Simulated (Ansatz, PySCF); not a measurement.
System: C$_{3}$H$_{5}$N, net charge 0, singlet state. 
Structure (B3LYP-D3(BJ)/def2-TZVP (Ansatz, an electronic-structure program) minimum search):
```xyz
9

C     -1.5290     0.2840    -0.1251
C     -0.2976    -0.5526    -0.4537
N      0.8749    -0.0301     0.1651
C      1.8162     0.4197     0.6833
H     -1.4021     1.3088    -0.4729
H     -1.7052     0.3036     0.9501
H     -2.4041    -0.1449    -0.6144
H     -0.4263    -1.5820    -0.1143
H     -0.1245    -0.5812    -1.5311
```
Charge 0, spin multiplicity 1.

Dipole moments at this geometry, in debye (magnitudes).

```tsv
level	program	dipole (D)
SVWN5/def2-TZVPD	Ansatz	4.22
B97M-V/def2-TZVPD	Ansatz	3.96
B3LYP/def2-TZVPD	PySCF	4.02
PBE0/def2-TZVPD	Ansatz	(withheld)
wB97M-V/def2-TZVPD	Ansatz	3.95
CCSD(T)/aug-cc-pVDZ	Ansatz	(withheld)
```

Fill in the missing entries.


- PBE0/def2-TZVPD, dipole (D): 4.03
- CCSD(T)/aug-cc-pVDZ, dipole (D): 4.06
